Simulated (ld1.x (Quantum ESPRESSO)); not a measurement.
# What the settings do to the PAW potential of cobalt (Co)

Base potential:

```
Element                 : Co (Z = 27)
Generator               : ld1.x (Quantum ESPRESSO) 7.5
Type                    : PAW
Functional              : PBEsol
Relativity              : scalar-relativistic
Frozen core             : [Ar]
Valence charge          : 9
Reference configuration : 3d8 4s1 4p0
Partial waves           : 4s (bound): rcut 2.00, rcutus 2.35 bohr; 4s channel at 0.05 Ry: rcut 2.00, rcutus 2.35 bohr; 4p (bound, empty): rcut 2.90, rcutus 3.25 bohr; 4p channel at 3.55 Ry: rcut 2.90, rcutus 3.25 bohr; 3d (bound): rcut 1.25, rcutus 1.35 bohr; 3d channel at 1.75 Ry: rcut 1.25, rcutus 1.35 bohr
Local potential         : all-electron potential smoothed inside 2.85 bohr (lloc = -2)
Core correction         : Bessel-smoothed model core, default radius (core density twice the valence density)
Augmentation charge     : BESSEL, radius 0.90 bohr
```

All-electron outer shells of the reference configuration (PBEsol, scalar-relativistic, ld1.x):

```
shell  level (eV)  outermost node (bohr)  outermost maximum (bohr)
   3s      -97.34                   0.31                      0.67
   3p      -60.84                   0.28                      0.68
   4s       -4.38                   0.97                      2.44
   3d       -4.26                      –                      0.67
   4p       -0.76                   1.07                      3.64
```

Cutoffs, loose and tight: the cutoffs (Ry, on a coarse ladder) from which the occupation-weighted sum of valence levels, in a spherical-Bessel basis at the reference potential, stays within 10 and 1 mRy of its value at 400 Ry. They do not see the model core or the augmentation charge, which bear on the density cutoff. Test errors are all-electron minus pseudo excitation energies from the reference, over the configurations 3d7 4s2 4p0; 3d7 4s1 4p0; 3d7 4s0 4p0; 3d6 4s2 4p1; 3d7.5 4s1.5 4p0; 3d7 4s0 4p2; 3d7 4s0 4p1. A dash means not determined; rows that change the core or the reference have their own tests. The largest error is taken over the tests solved by every variant that gives reliable tests at all: 3d7 4s0 4p0; 3d7 4s1 4p0; 3d7 4s2 4p0.

Cutoffs are not given where the Bessel-basis levels miss the radial ones by over 6 mRy, ghosts where they miss by over 20 mRy; a channel whose overlap is not positive is not tested.

```tsv
change	outcome	cutoff, loose	cutoff, tight	bound ghosts	largest test error (meV)
base	generated	60 Ry	100 Ry	none	-69
local potential all-electron potential smoothed inside 1.32 bohr (lloc = -2)	generated	60 Ry	100 Ry	none	-64
local potential all-electron potential smoothed inside 1.82 bohr (lloc = -2)	generated	60 Ry	100 Ry	none	-65
local potential all-electron potential smoothed inside 2.18 bohr (lloc = -2)	generated	60 Ry	100 Ry	none	-65
local potential all-electron potential smoothed inside 2.60 bohr (lloc = -2)	generated	60 Ry	100 Ry	none	-65
local potential all-electron potential smoothed inside 3.36 bohr (lloc = -2)	generated	60 Ry	100 Ry	none	-65
local potential all-electron potential smoothed inside 3.64 bohr (lloc = -2)	generated	60 Ry	100 Ry	none	-65
```

What comes out with this change to the base: local potential all-electron potential smoothed inside 2.94 bohr (lloc = -2)?

outcome: generated, overlap not positive; bound ghosts: not determined (overlap not positive); largest test error (meV): -84. A file whose overlap is not positive is unfit for use, and its test errors describe a broken file.

Reading the sweep of the rcloc (base included, trends over the rows without a ghost): The loose cutoff stays near 60 Ry. The median size of the test errors (rows with all tests solved) stays near 60.1 meV.
